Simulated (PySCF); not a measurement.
SMILES C=Cc1ccc(O)s1 (C₆H₆OS), GFN2-xTB optimised geometry.

```
14

C     -2.30    -2.08     0.01
C     -0.98    -2.14     0.00
C     -0.09    -1.00     0.00
C      1.27    -1.00     0.00
C      1.85     0.28     0.00
C      0.92     1.27     0.00
O      1.17     2.59     0.00
S     -0.70     0.64     0.00
H     -2.91    -2.96     0.01
H     -2.82    -1.13     0.01
H     -0.47    -3.09    -0.01
H      1.85    -1.91     0.00
H      2.91     0.47     0.00
H      0.34     3.09     0.00
```

Density from B3LYP/def2-TZVP (PySCF 2.14.0) at that geometry.

Minimum of the electron density along straight lines between bonded atoms, close to the bond critical point (lines longer than 1.1 times the sum of covalent radii, or with two minima, are not listed):

```
bond    length / Å  ρ at the minimum / e bohr⁻³  ∇²ρ there / e bohr⁻⁵  position (fraction from the first atom)
------  ----------  ---------------------------  --------------------  ---------------------------------------
C1–C2        1.330                        0.355                 -1.11                                     0.49
C2–C3        1.435                        0.293                 -0.85                                     0.49
C3–C4        1.367                        0.332                 -0.98                                     0.51
C4–C5        1.409                        0.308                 -0.89                                     0.50
C5–C6        1.362                        0.335                 -1.00                                     0.47
C6–O7        1.347                        0.303                   [?]                                     0.34
C3–S8        1.749                        0.206                   [?]                                     0.47
C6–S8        1.739                        0.212                 -0.44                                     0.49
C1–H9        1.075                        0.289                 -1.04                                     0.64
C1–H10       1.078                        0.287                 -1.02                                     0.64
C2–H11       1.083                        0.287                 -1.02                                     0.64
C4–H12       1.076                        0.290                 -1.05                                     0.65
C5–H13       1.074                        0.290                 -1.04                                     0.65
O7–H14       0.964                        0.359                   [?]                                     0.81
```

**Question.** Some entries are withheld; supply them.

**Answer.** 
- C6–O7, ∇²ρ there / e bohr⁻⁵: -0.60
- C3–S8, ∇²ρ there / e bohr⁻⁵: -0.39
- O7–H14, ∇²ρ there / e bohr⁻⁵: -2.45
